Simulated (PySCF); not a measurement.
Removing an electron from `S[SiH]1OCCO1`

Compound: C2H6O2SSi.
Cartesian coordinates in Å at the PBE0-D3(BJ)/def2-SVP level; atoms count from 1:
```
atom  x, y, z in Å
S1     2.8251    0.5158    0.9223
Si2    1.0198    0.9036   -0.1219
O3    -0.3768    1.0286    0.7946
C4    -1.1704   -0.1276    0.6101
C5    -0.8377   -0.6821   -0.7799
O6     0.5376   -0.4330   -1.0077
H7     2.4367   -0.7167    1.3163
H8     1.2579    2.1502   -0.8853
H9    -0.9373   -0.8734    1.3937
H10   -2.2351    0.1377    0.7013
H11   -1.4428   -0.1760   -1.5549
H12   -1.0325   -1.7636   -0.8486
```

Level: CAM-B3LYP/def2-SVPD (PySCF). Frontier orbitals with their largest atomic shares (Löwdin; up to four atoms above 4 %):

| orbital | ε (eV) | main atoms |
| --- | --- | --- |
| HOMO−3 | -10.85 | O3 19 %, O6 18 %, C5 18 %, C4 16 % |
| HOMO−2 | -9.91 | O3 40 %, S1 21 %, Si2 11 %, C4 9 % |
| HOMO−1 | -9.86 | O6 44 %, S1 14 %, C5 12 %, H11 8 % |
| HOMO | -9.11 | ? |
| LUMO | 0.85 | S1 42 %, H7 20 %, Si2 11 %, H9 6 % |
| LUMO+1 | 1.25 | S1 16 %, Si2 15 %, C5 12 %, H11 8 % |
| LUMO+2 | 1.38 | S1 50 %, Si2 18 %, H8 8 %, O6 8 % |

What vertical ionisation energy does ΔSCF give, and how far is −ε(HOMO) from it?

ΔSCF: 10.04 eV (968 kJ/mol; threshold wavelength 124 nm); ⟨S²⟩ of the doublet left behind is 0.759, against 0.75 for a pure doublet. −ε(HOMO) is 9.11 eV, 0.93 eV below it. For the exact functional −ε(HOMO) would equal the first vertical ionisation energy; CAM-B3LYP (range-separated hybrid) falls short of its own ΔSCF value by 9 %.

On which atoms does the HOMO lie?

S1 (sulfur bonded to Si and H) 70 %, O3 (silyl ether oxygen) 9 %, Si2 (oxygen-bound silicon) 7 %, H7 (S–H hydrogen) 6 %, so more than half of it is on one atom. The HOMO−1 lies 0.75 eV lower.

Shift the occupied levels rigidly so that −ε(HOMO) equals the ΔSCF value. What binding energies result?

The shift is +0.93 eV: HOMO 10.04, HOMO−1 10.79, HOMO−2 10.84, HOMO−3 11.78 eV. A rigid shift is only a rough guide to the deeper ionisations.

What kinetic energy would electrons from this vertical process carry with He II light (40.814 eV)?

40.81 − 10.04 = 30.77 eV.

One conformer (not necessarily the lowest) at the PBE0-D3(BJ)/def2-SVP geometry, without solvent, vibrations or thermal averaging.
